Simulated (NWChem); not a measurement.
Molecule: CH6FNOSi; SMILES N[Si@@H](O)CF

```xyz
11

N     -1.3660     1.0377     0.3725
Si     0.0677     0.6085    -0.4668
O      1.5020     1.0043     0.2921
C     -0.1220    -1.2682    -0.6878
F     -0.5807    -1.8150     0.5076
H     -1.5991     1.9816     0.6538
H     -1.8131     0.3370     0.9534
H      0.1920     1.2895    -1.7820
H      1.5732     0.7504     1.2173
H     -0.8515    -1.5043    -1.4834
H      0.8305    -1.7570    -0.9574
```
Atoms are numbered in this order, from 1.

Program: NWChem. Pople sets run with spherical d functions. All runs use the structure optimised with PBE0/def2-SVP. Level: M05-2X/6-31G* with SMD (1 M gas to 1 M solution), gas-phase geometry. Reactions with the solvent are ignored.

For solvent dimethyl sulfoxide:

```yaml
solvation free energy (kcal/mol): -5.7
dipole in solution (D): 1.32
```

Question: Estimate the same quantities for solvent methanol.

Answer: 
| Item | Result |
|---|---|
| solvation free energy (kcal/mol) | -8.8 |
| dipole in solution (D) | 1.46 |
